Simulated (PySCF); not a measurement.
Species: H6OSi2Te.
Cartesian coordinates in Å at the PBE0-D3(BJ)/def2-SVP level; atoms count from 1:
```
atom  x, y, z in Å
Si1   -1.1195    1.3407    0.2299
O2    -0.8814   -0.2840   -0.0600
Si3    0.3026   -1.3137   -0.5844
Te4    2.5960   -0.4329   -0.1039
H5    -2.5821    1.5459    0.4190
H6    -0.6433    2.1555   -0.9274
H7    -0.3888    1.7577    1.4619
H8     0.2654   -1.4539   -2.0684
H9     0.0986   -2.6250    0.0855
H10    2.4033   -0.7110    1.5268
```

Theory: PBE0-D3(BJ)/def2-SVP geometry optimisation, gas phase, def2 core potentials past Kr (PySCF).

Task: Which atoms are bound to Te4, and at what distances?

Result: 2 atoms: H10 1.665 Å, Si3 2.503 Å. The nearest atom not counted as bound is H8, at 3.21 Å.

Task: What is the shape at Te4?

Result: Bent: angle 91.3°.

Task: What are the other bond lengths?

Result: Si1–O2 1.667 Å; O2–Si3 1.654 Å; Si1–H5, Si1–H6, Si1–H7 1.491 Å; Si3–H8, Si3–H9 1.489 Å.

Task: Give some angles away from the centre.

Result: Si1–O2–Si3 139.8°, O2–Si3–Te4 112.1°.

Task: What are the rotational constants (commonest isotopes, rigid rotor)?

Result: A = 4499, B = 916.9, C = 783.9 MHz: a near-prolate asymmetric top.

Point group: C1 (no symmetry element, even within 0.4 Å). Charge 0, singlet. PBE0-D3(BJ)/def2-SVP frequencies: not computed here.

One conformer stands for the species.
